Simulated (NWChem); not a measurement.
Everything below was run with NWChem. System: iodine monochloride (ClI), charge 0, spin multiplicity 1, at a geometry optimised with B3LYP/def2-SVP with def2 effective core potentials on I. Level: HF/def2-SVPD with def2 effective core potentials on I.

The NWChem input:

```
start mol
memory heap 200 mb stack 900 mb global 1100 mb
geometry units angstroms nocenter noautoz
  Cl     0.000000     0.000000     1.807518
  I      0.000000     0.000000    -0.579770
  symmetry group C2v
end
basis spherical
  * library def2-svpd
end
ecp
  I library def2-ecp
end
dft
  xc hfexch
  semidirect memsize 60000000 filesize 0
  iterations 100
end
property
  dipole
  response 1 0.0428
end
task dft property
```

Part of the output:

```
             Northwest Computational Chemistry Package (NWChem) 7.3.0
             --------------------------------------------------------

                                NWChem Input Module
                                -------------------

 Scaling coordinates for geometry "geometry" by  1.889725989
 (inverse scale =  0.529177249)

 Turning off AUTOSYM since
 SYMMETRY directive was detected!

                             Geometry "geometry" -> ""
                             -------------------------

 Output coordinates in angstroms (scale by  1.889725989 to convert to a.u.)

  No.       Tag          Charge          X              Y              Z
 ---- ---------------- ---------- -------------- -------------- --------------
    1 Cl                  17.0000     0.00000000     0.00000000     1.80751800
    2 I                   53.0000     0.00000000     0.00000000    -0.57977000

 Effective nuclear repulsion energy (a.u.)     199.7198081458

            Nuclear Dipole moment (a.u.)
            ----------------------------
        X                 Y               Z
 ---------------- ---------------- ----------------
     0.0000000000     0.0000000000    -0.0000075589

      Symmetry information
      --------------------

 Group name             C2v
 Group number             16
 Group order               4
 No. of unique centers     2

      Symmetry unique atoms

     1    2


 Summary of "ao basis" -> "" (spherical)
 ------------------------------------------------------------------------------
       Tag                 Description            Shells   Functions and Types
 ---------------- ------------------------------  ------  ---------------------
 *                         def2-svpd                  on all atoms

                                 NWChem DFT Module
                                 -----------------

 Summary of "ao basis" -> "ao basis" (spherical)
 ------------------------------------------------------------------------------
       Tag                 Description            Shells   Functions and Types
 ---------------- ------------------------------  ------  ---------------------
[...]
     2   0 1 1      0.000000      0.000000      0.000000      0.000000
     2   0 0 2    -27.426436   -127.887989   -127.887989    228.349543

 *** CALLING NEW AORESP DRIVER FOR CLOSED AND OPEN SHELLS ***
 Entering AOResponse driver routine

--------------------------------------------------------------------------------

          ****************
          *** RESPONSE ***
          ****************

 Response module for NWChem and dynamic CPKS solver

          -----------------------------------------------
          Solving response equations for perturbing field
          -----------------------------------------------

 number of frequencies:     1
 frequency in a.u.:  0.4280000E-01
 Perturbing field: electric
 Using El. Dipole Length Gauge

 Setting up CPKS with frequency omega =      0.04280000 a.u.

                            NWChem Dynamic CPHF Module
                            --------------------------

    scftype = RHF
    nclosed =   21
      nopen =    0
  variables =     1722
  num. vecs =        3
  tolerance =   1.0D-04
  max. iter =   50

 SCF residual:    1.2388635772040034E-004

Iterative solution of linear equations
  No. of variables     1722
  No. of equations        3
  Maximum subspace       30
       Convergence  1.0D-04

 ga_lkain filestub:cphf_sol
 ga_lkain filesoln:./mol.cphf_sol

   iter   nsub   residual    time
   ----  ------  --------  ---------
     1      3    1.89D+00       6.3
     2      6    1.64D+00      10.4
     3      9    2.19D-01      14.5
     4     12    8.79D-02      18.6
     5     15    3.40D-02      22.9
     6     18    1.89D-02      27.1
     7     21    8.04D-03      31.2
     8     24    1.16D-03      35.3
     9     27    2.26D-04      39.3
    10     30    8.04D-05      43.4

 Electric Dipole Response Matrix (nonzero elements):

              1        2        3
    1   39.8020  -0.0000  -0.0000
    2    0.0000  39.8020  -0.0000
    3   -0.0000   0.0000  69.4257

 ------------------------------------------
 average:        49.67655 + I       0.00000

 DFT Linear Response polarizability / au
 Frequency  =       0.0428000 / au
 Wavelength =    1064.5643224 / nm
              X              Y              Z
 -----------------------------------------------
 X      39.8019880     -0.0000000     -0.0000000
 Y       0.0000000     39.8019880     -0.0000000
 Z      -0.0000000      0.0000000     69.4256748
 -----------------------------------------------
 Eigenvalues =      39.8019880     39.8019880     69.4256748
 Isotropic   =      49.6765503
 Anisotropic =      29.6236869
 -----------------------------------------------

 Magnetic Dipole Response Matrix (nonzero elements):
 Optical rotation tensor Beta

              1        2        3
    1   -0.0000   6.8102  -0.0000
    2   -6.8102  -0.0000  -0.0000
    3    0.0000  -0.0000  -0.0000

 ------------------------------------------
 average:        -0.00000 + I       0.00000

 Exiting AOResponse driver routine

          -------------
          Dipole Moment
          -------------

 Center of charge (in au) is the expansion point
         X =       0.0000000 Y =       0.0000000 Z =       0.7304041

   Dipole moment        0.6245531102 A.U.
             DMX       -0.0000000000 DMXEFC        0.0000000000
             DMY        0.0000000000 DMYEFC        0.0000000000
             DMZ       -0.6245531102 DMZEFC        0.0000000000
   -EFC- dipole         0.0000000000 A.U.
   Total dipole         0.6245531102 A.U.

   Dipole moment        1.5874676608 Debye(s)
             DMX       -0.0000000000 DMXEFC        0.0000000000
             DMY        0.0000000000 DMYEFC        0.0000000000
             DMZ       -1.5874676608 DMZEFC        0.0000000000
   -EFC- dipole         0.0000000000 DEBYE(S)
   Total dipole         1.5874676608 DEBYE(S)

 1 a.u. = 2.541766 Debyes

 Task  times  cpu:       43.4s     wall:       43.4s

 Total times  cpu:       43.5s     wall:       43.5s
```
